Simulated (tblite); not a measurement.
C7H8ClFO.
Cartesian coordinates in Å at the GFN2-xTB level; atoms count from 1:
```xyz
18
C7H8ClFO angstrom
C      2.176   -0.894   -0.581
C      1.284    0.049   -0.817
C      0.104    0.345    0.070
C      0.601    1.342    1.078
O      0.470    2.519    1.057
Cl     1.523    0.575    2.375
C     -0.660   -0.869    0.642
C     -1.880   -0.483   -0.202
F     -3.016   -0.258    0.533
C     -1.175    0.796   -0.669
H      2.119   -1.537    0.282
H      3.007   -1.060   -1.244
H      1.373    0.701   -1.675
H     -0.224   -1.837    0.413
H     -0.856   -0.799    1.710
H     -2.157   -1.188   -0.990
H     -1.618    1.695   -0.247
H     -1.079    0.909   -1.746
```

Method: GFN2-xTB as coded in tblite; computed harmonic values from a numerical Hessian at the method's own geometry, unscaled. The method is semi-empirical: single wavenumbers can be off by several per cent or more. One conformer, not necessarily the lowest.

Harmonic wavenumbers (cm⁻¹): 33.4, 42.2, 92.7, 168.0, 172.6, 191.6, 273.8, 341.9, 374.4, 392.8, 444.4, 482.6, 581.3, 598.0, 654.2, 731.6, 808.9, 854.0, 896.4, 903.1, 928.3, 1004.1, 1019.5, 1032.0, 1051.1, 1074.6, 1128.7, 1147.9, 1181.3, 1204.3, 1213.8, 1231.7, 1261.9, 1281.5, 1308.1, 1398.5, 1437.5, 1448.4, 1696.2, 1824.2, 2950.0, 3027.5, 3031.6, 3032.9, 3034.0, 3066.9, 3112.5, 3139.4.

A = 1562, B = 859.6, C = 747.6 MHz; mass 162.025 u (most abundant isotopes); point group C1, symmetry number 1.

**Question.** What is the zero-point energy?

**Answer.** ½Σν̃ = 29153 cm⁻¹ = 83.35 kcal/mol.

**Question.** Entropy at 400 K, 1 bar (ideal gas, RRHO, classical rotation)?

**Answer.** Translation 42.64, rotation 31.03, vibration 41.44: S = 115.1 cal/(mol K).

**Question.** And Cp and H(400 K) − H(0)?

**Answer.** Cp = 48.78 cal/(mol K), of which vibrations give 40.83 (their classical limit is 48 R = 95.4); H(400 K) − H(0) = 11.50 kcal/mol without the zero-point energy, 8.32 from vibrations.

**Question.** Blend soft modes into free rotors: weight 1/[1 + (100 cm⁻¹/ν̃)⁴] for the oscillator and the rest for a rotor with moment μB/(μ + B), μ = h/(8π²ν), B = 10⁻⁴⁴ kg m². What vibrational entropy results?

**Answer.** 37.18 cal/(mol K) in place of 41.44, which changes −T·S at 400 K by +1.70 kcal/mol.

**Question.** What must be added to the electronic energy to get the Gibbs energy at 400 K and 1 bar?

**Answer.** ZPE + [H(400 K) − H(0)] − T·S = 83.35 + 11.50 − 46.04 = 48.81 kcal/mol.

**Question.** Which modes carry the vibrational entropy at 400 K?

**Answer.** 33.4 cm⁻¹: 6.20; 42.2 cm⁻¹: 5.74; 92.7 cm⁻¹: 4.18; 168.0 cm⁻¹: 3.02; 172.6 cm⁻¹: 2.97; 191.6 cm⁻¹: 2.77 cal/(mol K); the other 42 give 16.57 together.

**Question.** How do the functions run with temperature in this model?

**Answer.** 
| T (K) | S (cal/(mol K)) | Cp (cal/(mol K)) | H − H(0) (kcal/mol) | G − H(0) (kcal/mol) | ln q(vib) |
| --- | --- | --- | --- | --- | --- |
| 50 | 61.8 | 13.7 | 0.54 | -2.55 | 0.93 |
| 100 | 72.9 | 18.9 | 1.35 | -5.94 | 2.34 |
| 298.15 | 102.3 | 38.7 | 7.03 | -23.46 | 7.70 |
| 373.15 | 111.8 | 46.3 | 10.23 | -31.49 | 9.68 |
| 500 | 126.9 | 57.1 | 16.81 | -46.65 | 12.98 |
| 750 | 153.0 | 71.4 | 33.02 | -81.74 | 19.26 |
| 1000 | 174.9 | 80.3 | 52.07 | -122.80 | 25.06 |

q(vib) and H(0) count from the zero-point level.

Hindered rotation and anharmonicity are outside this model. Other conformers, if any are populated, would add a mixing term that is left out. The structure is chiral; the term R ln 2 for an equal mix with its mirror image is left out.
